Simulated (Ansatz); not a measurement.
Correlation energies of `C[Si](C)O` radical by basis set

```xyz
11

C    -1.428    0.114    0.649
Si    0.441    0.246    0.519
C     1.129   -1.013   -0.677
O     0.888    1.720   -0.103
H    -1.841    0.862    1.329
H    -1.884    0.255   -0.337
H    -1.715   -0.872    1.023
H     0.706   -0.850   -1.674
H     2.215   -0.931   -0.750
H     0.881   -2.028   -0.358
H     0.606    2.498    0.379
```

Total charge 0; spin multiplicity 2. The geometry is a stationary point of PBE0-D4/def2-TZVP. It is one conformer, not always the lowest. Frozen core, unrestricted reference, Ansatz. CBS rows extrapolate triple and quadruple zeta; past MP2 they add the triple-zeta difference.

```csv
basis,HF (Eh),MP2 corr.,CCSD corr.,(T),CCSD(T) total
def2-SVP,-443.41941,?,-0.60587,-0.01544,?
def2-TZVPP,-443.71450,-0.70120,-0.74078,?,?
def2-QZVPP,?,?,–,–,–
CBS(def2),-443.73395,-0.78919,-0.82877,as TZ,-444.59018
```

Task: Fill in the withheld values. (Best estimate.)

Result: The calculation gave: def2-SVP MP2 corr.: -0.55895; def2-SVP CCSD(T) total: -444.04072; def2-TZVPP (T): -0.02746; def2-TZVPP CCSD(T) total: -444.48274; def2-QZVPP HF (Eh): -443.73159; def2-QZVPP MP2 corr.: -0.75175.
